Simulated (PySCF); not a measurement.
## Mg⁺: ionisation energy

Mg⁺ [Ne] 3s1 (2S) → Mg²⁺ [Ne] (1S), as a difference of total energies. All numbers are calculated (PySCF 2.14, scalar relativity by spin-free X2C-1e, in aug-cc-pCVTZ-DK (8s7p5d3f, 75 functions)). Correlated levels: valence and next inner shell: 1s2 frozen. The calculations carry no spin-orbit coupling.

```tsv
method	ionisation energy (eV)
UHF	14.745
MP2 (valence and next inner shell)	14.950
SCS-MP2 (valence and next inner shell)	14.905
CCSD (valence and next inner shell)	14.954
CCSD(T) (valence and next inner shell)	14.962
```

Question: How much does correlation contribute at CCSD(T) (valence and next inner shell)?

Answer: 14.962 − (14.745) = 0.217 eV, measured against UHF.

Errors of the correlated levels include the incompleteness of this basis and the frozen core.

For comparison: 15.035 eV (measured; NIST Atomic Spectra Database, ionization energies).
